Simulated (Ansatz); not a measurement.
`C=C[Se]CO` + ethylene → `C=CC[Se]C=C` + H₂O  (formal exchange of groups at a C–O bond)

Isolated molecules relaxed with PBE0-D4/def2-TZVP in Ansatz; ΔE leaves out vibrations. CCSD(T)/CBS adds triple-zeta CCSD(T) − MP2 to the extrapolated MP2 energy (def2 sets, frozen cores). This one scheme is used for every species. DFT in def2-TZVPP. B3LYP here is the variant with VWN-RPA as its local correlation; programs differ in this. For Se outer-core shells are correlated without core-valence functions, which leaves a few kJ/mol of doubt a bond. Scalar relativity is left out up to krypton. One conformer a species, not always the lowest.

Question: Is it downhill or uphill in electronic energy at CCSD(T)/CBS, and by how much? (Estimate.)

Answer: The calculation gave: Downhill: ΔE = -66.1 kJ/mol.

Question: What do these levels give: PBE-D4, r2SCAN-D4, B3LYP-D4, ωB97X-V, B2PLYP, PBE, PBE0, HF/def2-TZVPP, HF/def2-QZVPP, SCS-MP2/def2-QZVPP, HF/CBS(def2), MP2/CBS(def2)? (Best estimate.)

Answer: Computed: PBE-D4 -57.2, r2SCAN-D4 -57.2, B3LYP-D4 -56.6, ωB97X-V -54.7, B2PLYP -54.6, PBE -49.8, PBE0 -54.2, HF/def2-TZVPP -42.3, HF/def2-QZVPP -42.7, SCS-MP2/def2-QZVPP -66.5, HF/CBS(def2) -42.8, MP2/CBS(def2) -76.8 kJ/mol.

Largest T1 diagnostic among the species: 0.011.

The D4 term adds −11.5 kJ/mol with B3LYP and −6.7 kJ/mol with PBE0; it sums over pairs of atoms, weighted by their polarisabilities, and B3LYP, whose exchange is more repulsive, gets the larger term. From PBE to PBE0 (25 % exact exchange), in def2-TZVPP and without D4, ΔE moves by −4.4 kJ/mol.
